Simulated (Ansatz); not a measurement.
Gas-phase electronic energies from Ansatz, PBE0-D4/def2-TZVP geometries. CCSD(T)/CBS is the MP2 limit (def2-TZVPP, def2-QZVPP) plus CCSD(T) − MP2 in def2-TZVPP, frozen cores. Functionals use def2-TZVPP. For Ge outer-core shells are correlated without core-valence functions, which leaves a few kJ/mol of doubt a bond. Scalar relativity is left out up to krypton. One conformer a species, not always the lowest.

`BCS[SiH2][SiH3]` + `[F][GeH2][CH2][SiH3]` → `[F][GeH2][SiH2][SiH3]` + `BCSC[SiH3]`  (redistribution)

```
         level  ΔE (kJ/mol)
        r2SCAN         83.0
MP2/def2-QZVPP         95.3
```

Task: What does CCSD(T)/CBS give? (Estimate.)

Result: The calculation gave: +88.4 kJ/mol. The listed levels differ from it by -5.4, 6.9 kJ/mol.

Largest T1 diagnostic among the species: 0.013.

From PBE to PBE0 (25 % exact exchange), in def2-TZVPP and without D4, ΔE moves by +5.9 kJ/mol.

CCSD(T)/CBS has its own doubt, a few kJ/mol and more with outer-core shells, so smaller differences from it don't rank the levels.
